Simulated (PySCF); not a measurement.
Question: Give a PBE0-D3(BJ)/def2-SVP geometry of `[C-]#CC[C@@H](C)CCC=C`. (Charge -1.)

Answer: 
```xyz
22
C9H13 angstrom
C     -4.2840    1.2544    0.6856
C     -3.1866    1.0352    0.1273
C     -1.8722    0.7685   -0.4532
C     -0.7151    0.8185    0.5685
C     -0.9605   -0.1707    1.6989
C      0.6302    0.6137   -0.1258
C      1.8563    0.7732    0.7756
C      3.1455    0.7010    0.0246
C      4.0985   -0.2195    0.1888
H     -1.6238    1.4871   -1.2646
H     -1.8316   -0.2322   -0.9418
H     -0.7295    1.8364    1.0024
H     -1.9982   -0.0365    2.0463
H     -0.2704   -0.0323    2.5479
H     -0.8523   -1.2095    1.3370
H      0.7083    1.3306   -0.9643
H      0.6541   -0.3911   -0.5873
H      1.8485    0.0109    1.5712
H      1.7873    1.7546    1.2817
H      3.2887    1.4694   -0.7484
H      5.0091   -0.2183   -0.4173
H      3.9979   -1.0126    0.9379
```

Orientation and origin are arbitrary. Atoms count from 1 in this order. C9 (terminal =CH2 carbon) is planar (angles 121.7°, 121.2° and 117.1°, sum 360.0°, 0.00 Å off the plane of its three neighbours). C8 (alkene CH carbon) is planar (angles 126.0°, 118.4° and 115.6°, sum 360.0°, 0.01 Å off the plane of its three neighbours). The 8 C–C bonds span 1.251 Å (C1≡C2, drawn triple) to 1.544 Å (C3–C4, drawn single), a spread of 0.293 Å. Of the pairs four or more bonds apart, C2···H13 is among the closest relative to their van der Waals radii: 2.50 Å, 86 % of the sum of Bondi's values.

Bonds between heavy atoms (Å): C1≡C2 1.251, C2–C3 1.461, C3–C4 1.544, C4–C5 1.522, C4–C6 1.528, C6–C7 1.530, C7–C8 1.494, C8=C9 1.335.

Method: PBE0-D3(BJ)/def2-SVP geometry optimisation, gas phase (PySCF 2.14.0).

Point group: C1 (no symmetry element, even within 0.4 Å). Whether it is a minimum is left open (no frequencies). The geometry's basis has no diffuse functions, a weakness for an anion. Torsions: C2–C3–C4–C5 57°, C3–C4–C6–C7 175°, C4–C6–C7–C8 -174°, C6–C7–C8–C9 -117°.

One conformer stands for the species.
